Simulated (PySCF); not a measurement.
A calculated (UHF, PySCF 2.14, cc-pVQZ, the non-relativistic Hamiltonian (point nucleus)) atom or ion has these occupied shells.

```
shell  electrons  orbital energy (eV)  rms radius, mean of both spins (bohr)
 1s α          1              -129.58                                  0.484
 1s β          1              -128.51                                  0.484
 2s α          1              -10.771                                   2.77
 2p α          1               -6.677                                   3.18
```

Task: Name the element and its charge.

Result: Be (beryllium, neutral), in [He] 2s1 2p1, high-spin 3P determinant (an excited configuration).
